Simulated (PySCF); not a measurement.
# One molecule, several mistakes: BH4O2Si anion

Calculated results; nothing here was measured. They come from PySCF 2.14.0, an open-source quantum chemistry program, on an isolated molecule that a program drew, which may never have been made. The molecule is BH4O2Si anion (charge -1, singlet), drawn as the SMILES string `OBO[SiH2-]`.

Each row is a Hartree-Fock (HF) and frozen-core CCSD(T) single point in the aug-cc-pV(D+d)Z basis, meant for a local HF minimum. Run 1 is clean. Each other run has one planted mistake out of seven kinds, and not every kind appears here: one electron removed, one electron added, multiplicity raised by two, geometry at a saddle point, minimal basis STO-3G, one bond length entered in bohr, all coordinates scaled. The reference is restricted for singlets and unrestricted otherwise, and also for a bond in bohr. Adding or removing an electron swaps singlet and doublet. Electrons count all cores. HOMO and LUMO are orbital energies over both spins, the gradient is its largest component, and the lowest frequency (negative if imaginary) is given only where the gradient is small. Bond lengths are over the 7 bonds as drawn. T1 is the CCSD diagnostic: over 0.02 (restricted) or 0.045 (unrestricted) a single reference is doubtful.

Geometry of the clean run:
```xyz
8
BH4O2Si anion, angstrom
O    -0.8233    2.9173   -2.0397
B    -0.3739    1.6271   -2.2068
O     0.1461    0.8725   -1.2462
Si    0.5203    1.2274    0.4593
H    -0.7197    3.1804   -1.1349
H    -0.4897    1.1934   -3.3338
H     1.4626    2.4311    0.2303
H    -0.7027    2.1307    0.7769
```

```
run  electrons  basis functions  <S^2>  HOMO (eV)  LUMO (eV)  gradient (hartree/bohr)  lowest frequency (cm^-1)  mean bond (Å)  longest bond (Å)      T1  HF (hartree)  CCSD(T) (hartree)                 mistake
  1         40              137  0.000      -2.52       3.57                  9.9e-06                        64         1.3922             1.782  0.0165    -465.81991         -466.47844                no fault
  2         40              137  0.000      -2.37       3.55                  2.6e-02                         -         1.3588             1.739  0.0159    -465.81534         -466.46859  all coordinates scaled
  3         39              137  0.755     -11.37      -0.57                  7.1e-02                         -         1.3922             1.782  0.0175    -465.76883         -466.39132                       ?
  4         40               28  0.000       1.84      15.99                  5.2e-02                         -         1.3922             1.782  0.0178    -459.92573         -460.12680                       ?
```

**Which mistake was planted in run 3, and what did it cost?**

It counts 39 electrons, one fewer than the clean run, at the same geometry and basis. So the mistake is: one electron removed. Subtracting run 1 and multiplying by 627.51 kcal/mol a hartree, the energy moved by 32.1 kcal/mol in HF and 54.7 kcal/mol in CCSD(T).

**Which mistake was planted in run 4, and what did it cost?**

It has 28 basis functions where the clean run has 137, with the same electrons and geometry. So the mistake is: minimal basis STO-3G. Subtracting run 1 and multiplying by 627.51 kcal/mol a hartree, the energy moved by 3698.7 kcal/mol in HF and 3985.7 kcal/mol in CCSD(T).

Cautions from the logs. Run 4: the HOMO is above zero, so the electron isn't bound and the energy depends on the basis.
